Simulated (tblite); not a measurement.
Record of a relaxation.

Species: C4H13FGeSi2.
Bonds: C1–C2 (double), C2–C3, C2–Si4, Si4–C5, C5–Ge6, Ge6–Si7, Si7–F8. Hydrogens: H9, H10 on C1; H11, H12, H13 on C3; H14, H15 on Si4; H16, H17 on C5; H18, H19 on Ge6; H20, H21 on Si7.

Computed with GFN2-xTB (tblite), gas phase: L-BFGS steps from a force-field or distance-geometry start until the largest atomic force falls under 0.01 eV/Å. 8 of its 299 geometries are shown.

Step 0: E = -688.6618 eV, largest atomic force 2.214 eV/Å
```
atom  x, y, z in Å  |  force x, y, z in eV/Å
C1     -3.010   -0.133    1.595    0.420   0.113  -0.104
C2     -2.222    0.135    0.547   -1.172  -0.589   0.507
C3     -2.783    0.175   -0.833   -1.033   0.911  -0.175
Si4    -0.430    0.427    0.880   -0.019  -0.312   1.635
C5      0.554    0.817   -0.611    1.244   1.246  -1.342
Ge6     1.866   -0.621   -0.858    0.545  -0.866   0.178
Si7     3.970    0.080   -0.180    0.380  -0.252  -0.022
F8      4.979   -1.234    0.013   -0.801   1.361  -0.128
H9     -4.082   -0.314    1.469    0.531   0.004   0.312
H10    -2.546   -0.154    2.591   -0.689  -0.015  -0.548
H11    -3.682   -0.485   -0.925    0.925   0.387  -0.109
H12    -2.013   -0.036   -1.592   -0.653   0.050   0.267
H13    -3.178    1.234   -0.947    0.517  -1.050  -0.345
H14     0.106   -0.839    1.447   -0.165   0.244   0.172
H15    -0.315    1.470    1.911    0.097   0.063  -0.028
H16    -0.031    0.926   -1.528    0.060   0.108   0.250
H17     1.137    1.778   -0.481   -0.643  -0.908  -0.171
H18     1.442   -1.858    0.002    0.061   0.345  -0.649
H19     1.920   -1.094   -2.312   -0.201  -0.029   0.149
H20     4.450    1.002   -1.238    0.285  -0.394   0.310
H21     3.857    0.898    1.049    0.310  -0.416  -0.159
```

Step 43: E = -689.2475 eV, largest atomic force 0.087 eV/Å
```
atom  x, y, z in Å  |  force x, y, z in eV/Å
C1     -3.128   -0.184    1.625    0.005  -0.011   0.004
C2     -2.297    0.098    0.630    0.005  -0.028  -0.003
C3     -2.798    0.182   -0.782    0.002   0.022   0.020
Si4    -0.475    0.480    1.001   -0.037   0.008  -0.017
C5      0.528    0.722   -0.602   -0.006   0.020   0.011
Ge6     1.961   -0.603   -0.954   -0.027  -0.017   0.011
Si7     4.045    0.119   -0.202   -0.011  -0.005  -0.005
F8      4.987   -1.169    0.000    0.014  -0.019   0.004
H9     -4.180   -0.376    1.472    0.012  -0.019  -0.038
H10    -2.793   -0.232    2.648    0.033   0.004  -0.002
H11    -3.800   -0.237   -0.869    0.028   0.002  -0.005
H12    -2.132   -0.340   -1.469   -0.057  -0.042   0.050
H13    -2.837    1.227   -1.091    0.011   0.009  -0.025
H14     0.111   -0.588    1.823   -0.006  -0.041   0.002
H15    -0.433    1.727    1.785    0.044   0.030  -0.009
H16    -0.138    0.754   -1.461    0.002  -0.022  -0.004
H17     1.004    1.701   -0.560    0.026   0.027  -0.009
H18     1.553   -1.972   -0.449   -0.029   0.066  -0.004
H19     1.983   -0.832   -2.458   -0.006   0.006   0.011
H20     4.762    0.922   -1.185    0.034   0.013  -0.021
H21     4.068    0.771    1.100   -0.038  -0.005   0.030
```

Step 85: E = -689.2744 eV, largest atomic force 0.045 eV/Å
```
atom  x, y, z in Å  |  force x, y, z in eV/Å
C1     -3.042   -0.244    1.651    0.010   0.015   0.002
C2     -2.248    0.088    0.643   -0.025  -0.004  -0.032
C3     -2.776    0.136   -0.759   -0.020   0.013  -0.038
Si4    -0.437    0.548    0.963   -0.002  -0.001  -0.013
C5      0.505    0.808   -0.672    0.014   0.003  -0.022
Ge6     1.917   -0.534   -1.022   -0.007   0.020   0.012
Si7     3.982    0.086   -0.137    0.013   0.000   0.015
F8      4.846   -1.256    0.079    0.005   0.008   0.018
H9     -4.087   -0.483    1.510    0.010  -0.019   0.006
H10    -2.680   -0.288    2.663    0.001  -0.002   0.026
H11    -3.848   -0.052   -0.784    0.005  -0.038   0.007
H12    -2.276   -0.612   -1.377   -0.004   0.011   0.021
H13    -2.591    1.112   -1.205    0.013   0.014   0.002
H14     0.194   -0.502    1.779    0.008   0.001  -0.007
H15    -0.395    1.808    1.721    0.010   0.036   0.025
H16    -0.183    0.819   -1.514   -0.020  -0.024   0.010
H17     0.976    1.791   -0.659    0.013   0.008   0.011
H18     1.434   -1.880   -0.534   -0.012  -0.014  -0.014
H19     1.968   -0.749   -2.523    0.016   0.006  -0.021
H20     4.827    0.891   -1.013   -0.026  -0.014  -0.008
H21     3.906    0.684    1.191   -0.002  -0.020   0.000
```

Step 128: E = -689.3161 eV, largest atomic force 0.068 eV/Å
```
atom  x, y, z in Å  |  force x, y, z in eV/Å
C1     -2.707   -0.315    1.775   -0.010  -0.012  -0.015
C2     -2.073    0.086    0.681   -0.064  -0.009  -0.021
C3     -2.721   -0.018   -0.668   -0.025  -0.010  -0.015
Si4    -0.336    0.830    0.798   -0.005  -0.020   0.005
C5      0.460    0.971   -0.926    0.028  -0.004  -0.017
Ge6     1.832   -0.411   -1.256    0.003   0.032  -0.018
Si7     3.649   -0.148    0.170    0.026  -0.001   0.037
F8      4.309   -1.596    0.410    0.032  -0.054   0.008
H9     -3.707   -0.725    1.747    0.017   0.001  -0.004
H10    -2.254   -0.254    2.751    0.005   0.013  -0.027
H11    -3.735   -0.408   -0.596    0.029   0.018   0.028
H12    -2.142   -0.682   -1.310    0.009   0.003   0.009
H13    -2.758    0.960   -1.151   -0.006  -0.027   0.033
H14     0.465   -0.017    1.700    0.005   0.038  -0.032
H15    -0.404    2.184    1.372   -0.020   0.018   0.018
H16    -0.293    0.933   -1.711    0.003   0.004   0.022
H17     0.943    1.945   -1.013    0.010  -0.012   0.002
H18     1.175   -1.770   -1.186   -0.018  -0.002  -0.001
H19     2.231   -0.326   -2.722   -0.029   0.005   0.019
H20     4.745    0.638   -0.383    0.009   0.009  -0.004
H21     3.313    0.299    1.518    0.000   0.010  -0.026
```

Step 170: E = -689.3588 eV, largest atomic force 0.217 eV/Å
```
atom  x, y, z in Å  |  force x, y, z in eV/Å
C1     -2.263   -0.485    1.836    0.050   0.021   0.020
C2     -1.886    0.047    0.681   -0.005   0.003  -0.024
C3     -2.604   -0.280   -0.590    0.038  -0.082   0.016
Si4    -0.500    1.328    0.602    0.092  -0.149  -0.026
C5      0.522    1.323   -1.001   -0.032  -0.027   0.015
Ge6     1.707   -0.238   -1.278    0.019   0.098   0.018
Si7     3.357   -0.572    0.336    0.051  -0.083   0.023
F8      3.578   -2.161    0.509   -0.018   0.076  -0.040
H9     -3.095   -1.167    1.925    0.018  -0.036  -0.049
H10    -1.748   -0.254    2.751    0.007   0.008   0.068
H11    -3.358   -1.044   -0.431   -0.148  -0.023   0.036
H12    -1.902   -0.658   -1.330    0.100   0.048  -0.102
H13    -3.078    0.612   -0.993   -0.012   0.026  -0.054
H14     0.418    1.105    1.727    0.000   0.035   0.058
H15    -1.110    2.655    0.684   -0.082   0.191   0.062
H16    -0.120    1.430   -1.875   -0.044  -0.025   0.035
H17     1.138    2.223   -0.971    0.075  -0.053  -0.044
H18     0.864   -1.454   -1.565   -0.077  -0.042   0.042
H19     2.346   -0.005   -2.635    0.034   0.000  -0.049
H20     4.670   -0.088   -0.082   -0.026  -0.016   0.019
H21     3.055   -0.146    1.697   -0.040   0.032  -0.025
```

Step 213: E = -689.4058 eV, largest atomic force 0.051 eV/Å
```
atom  x, y, z in Å  |  force x, y, z in eV/Å
C1     -1.685   -0.589    1.815   -0.034   0.020   0.009
C2     -1.608    0.076    0.671    0.011   0.034   0.000
C3     -2.376   -0.355   -0.542    0.007  -0.001   0.017
Si4    -0.528    1.617    0.489    0.000  -0.014   0.019
C5      0.496    1.485   -1.107    0.012   0.022  -0.004
Ge6     1.533   -0.188   -1.315    0.046   0.021  -0.001
Si7     2.857   -0.777    0.508    0.001   0.001  -0.006
F8      2.857   -2.384    0.617    0.008   0.000  -0.014
H9     -2.308   -1.462    1.940    0.016  -0.009  -0.016
H10    -1.137   -0.272    2.687    0.012  -0.031   0.012
H11    -2.988   -1.231   -0.337    0.000  -0.010   0.003
H12    -1.683   -0.590   -1.351   -0.022  -0.019  -0.013
H13    -3.021    0.451   -0.889   -0.011   0.016   0.018
H14     0.367    1.748    1.650   -0.010  -0.017  -0.022
H15    -1.377    2.816    0.406   -0.015   0.009  -0.019
H16    -0.159    1.607   -1.970    0.022  -0.014  -0.004
H17     1.198    2.319   -1.137   -0.006  -0.003  -0.001
H18     0.598   -1.304   -1.726   -0.012   0.012  -0.013
H19     2.356    0.004   -2.580   -0.009  -0.025  -0.004
H20     4.272   -0.445    0.375   -0.021  -0.005   0.004
H21     2.326   -0.354    1.796    0.003   0.013   0.037
```

Step 255: E = -689.4222 eV, largest atomic force 0.023 eV/Å
```
atom  x, y, z in Å  |  force x, y, z in eV/Å
C1     -1.341   -0.684    1.676   -0.010  -0.007   0.005
C2     -1.531    0.086    0.613    0.001   0.017  -0.004
C3     -2.492   -0.300   -0.470   -0.003   0.003  -0.009
Si4    -0.584    1.703    0.370    0.002  -0.002   0.003
C5      0.573    1.539   -1.133   -0.001  -0.017  -0.003
Ge6     1.505   -0.203   -1.257   -0.008   0.016   0.014
Si7     2.716   -0.832    0.630   -0.003  -0.006  -0.008
F8      2.711   -2.441    0.683    0.008  -0.009   0.003
H9     -1.867   -1.618    1.815   -0.008  -0.009  -0.001
H10    -0.659   -0.408    2.463    0.002  -0.010  -0.008
H11    -3.013   -1.226   -0.234    0.012   0.005   0.004
H12    -1.955   -0.431   -1.411    0.000  -0.002  -0.006
H13    -3.227    0.489   -0.621    0.002  -0.006   0.012
H14     0.216    1.980    1.571    0.011   0.003   0.007
H15    -1.529    2.806    0.134    0.004   0.001  -0.004
H16     0.009    1.693   -2.052   -0.007   0.003  -0.007
H17     1.318    2.333   -1.092    0.000   0.001  -0.003
H18     0.494   -1.246   -1.678   -0.005   0.003   0.006
H19     2.380   -0.119   -2.499    0.009  -0.003  -0.004
H20     4.135   -0.500    0.582    0.000   0.001  -0.002
H21     2.133   -0.449    1.908   -0.008   0.018   0.004
```

Step 298: E = -689.4258 eV, largest atomic force 0.009 eV/Å
```
atom  x, y, z in Å  |  force x, y, z in eV/Å
C1     -1.345   -0.759    1.590   -0.003  -0.002   0.005
C2     -1.553    0.082    0.585    0.004   0.001  -0.002
C3     -2.564   -0.215   -0.479   -0.002   0.000   0.000
Si4    -0.559    1.677    0.385   -0.003   0.000   0.001
C5      0.572    1.492   -1.135   -0.004   0.004   0.005
Ge6     1.489   -0.260   -1.214    0.003   0.008  -0.002
Si7     2.787   -0.760    0.653    0.000  -0.007   0.000
F8      2.861   -2.363    0.784   -0.001  -0.002   0.001
H9     -1.894   -1.683    1.692    0.000  -0.001  -0.003
H10    -0.623   -0.555    2.363    0.002   0.001  -0.001
H11    -3.086   -1.151   -0.285    0.000   0.003   0.000
H12    -2.073   -0.286   -1.450    0.001   0.001   0.002
H13    -3.295    0.590   -0.538   -0.001  -0.002  -0.001
H14     0.261    1.905    1.583    0.001  -0.002   0.001
H15    -1.468    2.816    0.180    0.000  -0.002  -0.004
H16    -0.008    1.627   -2.047    0.002  -0.002   0.001
H17     1.319    2.285   -1.123    0.002  -0.002  -0.004
H18     0.449   -1.312   -1.520    0.003  -0.001  -0.001
H19     2.308   -0.254   -2.497   -0.004  -0.002   0.000
H20     4.187   -0.366    0.544    0.000   0.002  -0.002
H21     2.226   -0.337    1.929   -0.001   0.004   0.003
```

Problem. Summarise the path.

Solution. The energy falls by 73.71 kJ/mol from step 0 to step 298; nine tenths of that is first reached at step 167. It rises by more than 0.2 meV at steps 164 and 171. The largest force goes from 2.214 to 0.009 eV/Å. Among the bonds Si4–C5 changes most, from 1.828 to 1.903 Å; the atoms move by 1.664 Å rms after alignment.

What follows is the cost of the whole relaxation. The run took 3.2 s of wall time on an Arm Neoverse V1 with one thread, shared host with 32 logical CPUs at a one-minute load of 9.1.
